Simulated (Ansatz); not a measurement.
Geometry optimisation, Ansatz, RKS BLYP-D4/def2-SVPD.

The input (input.yaml):

```yaml
crystal:
  periodic: [false, false, false]
  atoms:
    - { symbol: B, position_ang: [-0.031885, -0.226957, -0.153478] }
    - { symbol: H, position_ang: [-0.046967, -0.667436, 0.965614] }
    - { symbol: "N", position_ang: [1.231378, 0.004898, -0.760335] }
    - { symbol: H, position_ang: [2.111325, -0.138478, -0.2692] }
    - { symbol: H, position_ang: [1.353437, 0.365048, -1.706358] }
    - { symbol: "N", position_ang: [-1.270469, -0.043519, -0.823592] }
    - { symbol: H, position_ang: [-2.165652, -0.190581, -0.368532] }
    - { symbol: H, position_ang: [-1.355135, 0.324536, -1.769755] }
    - { symbol: Cl, position_ang: [-0.144204, 2.40134, 1.444223] }
    - { symbol: H, position_ang: [-0.067628, 1.072149, 1.611115] }
basis:
  gaussian: { orbitals: def2-SVPD }
hamiltonian:
  xc: blyp
  dispersion: d4
relax:
  f_tol: 0.03
  max_steps: 50
```

Command:

```bash
$ ansatz run input.yaml --threads 4 --pin off --max-ram 5120MiB --backend cpu --events-out ev --progress --plain --runs-dir out
```

**Question.** Where does it end, and by what steps?

**Answer.** It converged. After 11 steps the energy has fallen by 0.166 eV; Cl9 moved furthest, 0.90 Å.

```tsv
step	energy less start (eV)	largest force component (eV/Å)	accepted
0	0.0000	0.776	yes
1	-0.0783	0.868	yes
2	-0.1050	1.067	yes
3	-0.1429	0.652	yes
4	-0.1568	0.240	yes
5	-0.0649	2.063	no
6	-0.1623	0.090	yes
7	-0.1625	0.237	yes
8	-0.1651	0.094	yes
9	-0.1659	0.046	yes
10	-0.1660	0.030	yes
11	-0.1661	0.018	yes
```

```xyz
10
Properties=species:S:1:pos:R:3
B -0.027 -0.149 -0.254
H -0.054 -0.241 0.960
N 1.241 -0.080 -0.888
H 2.113 -0.099 -0.367
H 1.375 -0.004 -1.894
N -1.265 -0.116 -0.946
H -2.159 -0.160 -0.467
H -1.355 -0.043 -1.958
Cl -0.149 2.454 2.341
H -0.106 1.340 1.644
```

Whether the end is a true minimum wasn't checked by a vibrational analysis.

The run took 15 s on 4 threads of Arm Neoverse V2 (shared host), peak memory 0.17 GiB.
